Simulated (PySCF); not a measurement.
## Curvature of the energy in the electron number along group 14, charge +2

Calculated with PySCF 2.14, in def2-TZVPPD, non-relativistic, def2-TZVPPD with the def2 core potential (28 electrons), ECP, def2-TZVPPD with the def2 core potential (60 electrons), ECP: one orbital is emptied in steps, and each cell gives the departure of E from the straight line at half an electron, in eV (from a cubic fit). The exact functional gives zero.

| species | orbital | LDA | PBE | r2SCAN | PBE0 | BHandHLYP | LC-wPBE | UHF |
| --- | --- | --- | --- | --- | --- | --- | --- | --- |
| Si²⁺ | 3s beta | -1.21 | -1.22 | -0.98 | -0.90 | -0.67 | -0.19 | 0.04 |
| Ge²⁺ | 4s beta | -1.27 | -1.28 | -1.07 | -0.93 | -0.66 | -0.19 | 0.06 |
| Sn²⁺ | 5s beta | -1.17 | -1.17 | -1.01 | -0.85 | -0.59 | -0.14 | 0.06 |
| Pb²⁺ | 6s beta | -1.20 | -1.19 | -1.07 | -0.86 | -0.57 | -0.15 | 0.08 |

Question: How does the mean departure depend on the functional?

Answer: LDA -1.21 eV; PBE -1.21 eV; r2SCAN -1.03 eV; PBE0 -0.88 eV; BHandHLYP -0.62 eV; LC-wPBE -0.17 eV; UHF 0.06 eV. Semilocal functionals are convex (delocalisation error), Hartree-Fock is concave or straight, and exact exchange removes curvature roughly in proportion to its share, so among the functionals the range-separated hybrids usually come closest to zero.

No spin-orbit coupling is included.
